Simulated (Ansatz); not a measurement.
Species: SiNH$_{3}$S, charge 0, singlet. SiNH3S (SMILES [Si](S)N).
B3LYP-D3(BJ)/def2-TZVP minimum from Ansatz (a quantum-chemistry and plane-wave program):
```
Si
N 1 1.7142
H 2 1.0086 1 120.20
H 2 1.0101 3 111.94 1 -180.00
S 1 2.1789 2 97.18 3 -180.00
H 5 1.3421 1 94.14 2 -180.00
```
Charge 0, spin multiplicity 1.

Quantity: atomisation energy (electronic, to ground-state atoms), in kcal/mol. Radicals and triplets start from unrestricted determinants; spin-orbit coupling is neglected. CBS(X,Y): correlation extrapolated as X^-3, Hartree-Fock from the larger set (Q,5: extrapolated as (X+1)exp(-9√X)). A bracket is a step between two methods taken in the basis named. The functionals are non-relativistic, so their misses hold any scalar relativity. '+ core + X2C': CCSD(T) terms for core correlation (cc-pwCVTZ, 1s frozen past Ne) and scalar relativity (cc-pVTZ-DK). Where a partner has so few electrons that a lower coupled-cluster level is exact, that level stands in.

CCSD(T)/CBS(cc-pV(Q+d)Z,cc-pV(5+d)Z) + [CCSDT(Q) - CCSD(T)]/cc-pV(D+d)Z + core + X2C (Ansatz) gives 464.1 kcal/mol.

Task: What does PBE/def2-TZVPD (Ansatz) give here, and how do the other levels compare?

Result: PBE gives 469.1 kcal/mol, 5.0 kcal/mol above it. Differences of the others: B3LYP/def2-TZVPD (Ansatz) -5.7; PBE0/def2-TZVPD (Ansatz) -6.7; CCSD(T)/CBS(cc-pV(Q+d)Z,cc-pV(5+d)Z) + core + X2C (Ansatz) -0.8 kcal/mol. Nearer than PBE: CCSD(T)/CBS(cc-pV(Q+d)Z,cc-pV(5+d)Z) + core + X2C.
